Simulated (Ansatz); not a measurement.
Cartesian coordinates in Å:
```
O -0.791 1.396 -0.885
C -0.590 0.218 -1.030
O -1.005 -0.451 -2.118
C 0.130 -0.657 -0.053
Si 0.694 0.306 1.467
H -1.454 0.192 -2.685
H 0.982 -1.123 -0.559
H -0.527 -1.486 0.229
H 1.391 -0.650 2.370
H 1.642 1.379 1.083
H -0.472 0.877 2.184
```

Charge 0, multiplicity 1.

**Question.** List the r2SCAN/def2-TZVPP orbital energies in eV (Ansatz). (Estimate.)

**Answer.** Ansatz gave: Occupied: -1790.90, -517.28, -515.63, -276.89, -273.46, -141.38, -96.23, -96.23, -96.22, -29.53, -27.02, -19.96, -16.07, -13.33, -12.85, -12.39, -12.34, -10.27, -10.17, -8.60, -8.57, -8.54, -8.28, -6.97. Lowest empty: -0.86, 0.27, 1.21, 1.22, 1.33, 1.79, 2.23, 2.64.
